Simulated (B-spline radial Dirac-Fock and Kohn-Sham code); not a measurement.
**The Sc-like isoelectronic sequence (21 electrons), Z = 21 to 28**

Model: multi-electron Dirac-Fock with separately optimised hole states, Breit and Lamb-shift corrections added in first order. Program: an atomic code on a B-spline grid. Binding energies in eV, tabulated ground configurations. The model has no electron correlation.

```csv
ion,configuration,1s,2p3/2,3p1/2,3d,outermost level,NIST ionisation energy
Sc,[Ar] 3d1 4s2,4500.0,410.5,39.77,7.27,5.52 (4s),6.56149
Ti⁺,[Ar] 3d2 4s1,4984.6,475.0,53.69,16.30,12.72 (4s),13.5755
V²⁺,[Ar] 3d3,5495.5,544.6,69.70,27.18,27.18 (3d),29.3111
Cr³⁺,[Ar] 3d3,?,?,?,?,?,?
Mn⁴⁺,[Ar] 3d3,6616.1,720.5,123.2,69.93,69.93 (3d),72.41 ± 0.1
Fe⁵⁺,[Ar] 3d3,7219.2,819.4,155.0,96.49,96.49 (3d),98.985 ± 0.015
Co⁶⁺,[Ar] 3d3,7851.1,925.3,190.2,126.3,126.3 (3d),128.9 ± 0.5
Ni⁷⁺,[Ar] 3d3,8511.6,1038.2,228.6,159.4,159.4 (3d),162 ± 2.1
```

Question: Fill in the row of Cr³⁺.

Answer: 1s 6041.5, 2p3/2 628.9, 3p1/2 94.67, 3d 46.77, outermost 46.77 (3d), NIST 49.16 ± 0.05 eV.

NIST's values are for the lowest levels; a dash marks a value that is missing or belongs to another shell. Their kind here: measured, semi-empirical, theoretical. Where a p, d or f shell is open in either ion the computed value averages over both j values and all terms, while the table refers to the lowest levels; that difference holds spin-orbit splitting (largest in heavy or highly charged ions), term energies where several electrons share open shells, and correlation, and it can reach 10 % or more.
